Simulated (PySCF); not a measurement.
## Radial density of Mn+ (manganese, charge +1)

TPSSh, [Ar] 3d6, high-spin 5D determinant (an excited configuration). Computed with PySCF 2.14 in aug-cc-pVTZ (8s7p5d3f2g, 93 functions), with the non-relativistic Hamiltonian (point nucleus).

```
r (bohr)  4πr²ρ (e/bohr)  4πr²(ρα − ρβ)
 0.00108          0.1473         0.0000
 0.00182          0.4016         0.0000
 0.00306           1.068         0.0000
 0.00515           2.722         0.0000
 0.00867           6.463         0.0000
  0.0146           13.63        -0.0001
  0.0245           23.59        -0.0001
  0.0413           29.83         0.0001
  0.0694           25.52         0.0028
   0.117           24.54         0.0270
   0.196           33.02         0.2042
   0.330           18.99         1.0174
   0.555           12.68         2.6355
   0.934           13.13         2.9536
    1.57           3.657         1.4160
    2.64          0.5437         0.2974
    4.45         0.03482         0.0133
    7.48       0.0004313         0.0001
```
